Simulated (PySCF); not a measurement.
A structure optimised at B3LYP-D3(BJ)/def2-SVP, used in a PySCF frequency run:

```xyz
10

Cl    -1.4278     1.9677     0.0000
C      0.1250     1.2452     0.0000
C      0.5680    -0.0235     0.0000
Br    -0.2821    -1.6882     0.0000
C      2.0310     0.3663     0.0000
C      1.5124     1.8501     0.0000
H      2.5940     0.0742     0.9002
H      2.5940     0.0742    -0.9002
H      1.7698     2.4297    -0.9006
H      1.7698     2.4297     0.9006
```

Question: Write its SMILES, formula and point group.

Answer: ClC1=C(Br)CC1, C4H4BrCl, Cs

Question: What are its rotational constants (standard atomic weights)?

Answer: 2.7859, 1.1492, 0.82223 GHz
